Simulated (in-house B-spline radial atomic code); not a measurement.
A fraction x of an electron is removed from 3d in Cu5+, starting from [Ar] 3d6 and keeping the highest spin. Computed with an all-electron radial atomic-structure program (B-spline basis): non-relativistic LDA VWN5, spin-polarised, spherical fractional occupations, point nucleus.

| x | E(x) - E(0) (eV) | 3d down level (eV) |
| --- | --- | --- |
| 0 | 0.0000 | -92.987 |
| 0.06 | 5.6232 | -94.453 |
| 0.16 | 15.1912 | -96.911 |
| 0.36 | 35.0695 | -101.883 |
| 0.48 | 47.4762 | -104.901 |
| 0.5 | 49.5793 | -105.406 |
| 0.54 | 53.8158 | -106.419 |
| 0.73 | 74.4953 | -111.269 |
| 0.81 | 83.4792 | -113.330 |
| 0.9 | 93.7837 | -115.661 |
| 1 | 105.4799 | - |

The exact functional would give a straight line between the two integer points. Deviations E(x) - E(0) - x[E(1) - E(0)], in eV: -0.706 at x = 0.06, -1.686 at x = 0.16, -2.903 at x = 0.36, -3.154 at x = 0.48, -3.161 at x = 0.5, -3.143 at x = 0.54, -2.505 at x = 0.73, -1.96 at x = 0.81, -1.148 at x = 0.9.

The curve lies below the straight line by up to 3.161 eV (at x = 0.5): convex, the delocalisation error that favours fractional charges.

(1) How well does Slater's transition state (minus the level at half occupation) give the ionisation energy?

Results:

(1) It gives 105.406 eV against 105.480 eV from the two total energies; NIST lists 103.00 eV, ground level to ground level.
